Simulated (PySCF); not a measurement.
## S (sulfur, neutral): M06 calculation

Configuration: [Ne] 3s1 3p5, high-spin 3P determinant (an excited configuration). All numbers are calculated (PySCF 2.14, the non-relativistic Hamiltonian (point nucleus), in aug-cc-pV(Q+d)Z).

```json
{"Total energy": "-397.7271 hartree", "One-electron energy": "-548.4372 hartree", "Hartree (Coulomb) energy": "176.2479 hartree", "Exchange-correlation energy": "-25.5379 hartree", "Kinetic energy": "396.63668 hartree", "⟨S²⟩": "2.0102", "⟨L²⟩": "2.010", "Sum of ⟨r⟩": "15.63 bohr", "Sum of ⟨r²⟩": "29.97 bohr²", "Traceless quadrupole moment −½Σ⟨3z² − r²⟩ along its main axis": "1.96 e·bohr²", "Density at the nucleus (Gaussians lack the cusp)": "2630 bohr⁻³", "Spin density at the nucleus": "8.72 bohr⁻³", "Langevin diamagnetic susceptibility": "-23.7 ×10⁻⁶ cm³/mol"}
```

```csv
shell,electrons,mean orbital energy (hartree),spread (hartree),"rms radius, mean of both spins (bohr)"
1s α,1,-89.18129,0,0.113
1s β,1,-89.16472,0,0.113
2s α,1,-8.16829,0,0.523
2s β,1,-8.15190,0,0.523
2p α,3,-6.08472,0.01731,0.495
2p β,3,-6.06647,0.00428,0.495
3s α,1,-0.77100,0,1.79
3p α,3,-0.35147,0.03394,2.22
3p β,2,-0.27381,0,2.22
```
